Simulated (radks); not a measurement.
Q: These are the eigenvalues of the occupied orbitals of an atom or ion with whole-number occupations (eV). Calculated with a radial shooting solver on a logarithmic mesh with Libxc functionals: Dirac Kohn-Sham, PBE, spin-unpolarised, spherical densities, finite nucleus; Fermi nuclear charge, rms radius of each element as measured or else 0.836 A^(1/3) + 0.57 fm.

orbital  eigenvalue
1s1/2     -11737.36
2s1/2     -1507.559
2p1/2     -1349.199
2p3/2     -1312.632
3s1/2     -211.5920
3p1/2     -158.3783
3p3/2     -153.3534
3d3/2      -62.3625
3d5/2      -61.6312
4s1/2      -33.4425
4p1/2      -22.9376
4p3/2      -22.5364

Which element is it, and in what charge state? The configuration may be excited. Open shells, if any, are shared by 2j + 1.

A: Z = 33, arsenic, charge +2: As2+ in [Ar] 3d10 4s2 4p1. The list shows which subshells hold electrons but not how many an open one holds; the 1s level, -431.34 hartree, gives Z - s = 29.4 by -(Z - s)^2/2, which with screening and relativity narrows Z to a few neighbours, and the depths of the outer levels then fix element, charge and occupations together.
